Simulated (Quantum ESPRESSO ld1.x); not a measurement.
Results of a calculation; reference values are marked as such.
Question: The molybdenum ion Mo29+, 13 electrons, occupied as [Ne] 3s2 3p1. Code: ld1.x of Quantum ESPRESSO 7.5. Model: scalar-relativistic Kohn-Sham, revPBE, spin-unpolarised, spherical densities, point nucleus. Some entries of the table are withheld. Estimate them.

| orbital | occ. | eigenvalue (hartree) | <1/r> (bohr^-1) |
|---|---|---|---|
| 1s | 2 | -783.941 | (1) |
| 2s | 2 | -155.687 | 9.961 |
| 2p | 6 | (2) | 9.664 |
| 3s | 2 | -60.3334 | (3) |
| 3p | 1 | -57.0381 | 3.866 |
| 3d | 0 | -52.8249 | 3.697 |
| 4s | 0 | -31.6874 | 2.120 |

Answer: 
(1) 1s <1/r> (bohr^-1): 43.56
(2) 2p eigenvalue (hartree): -145.325
(3) 3s <1/r> (bohr^-1): 3.987
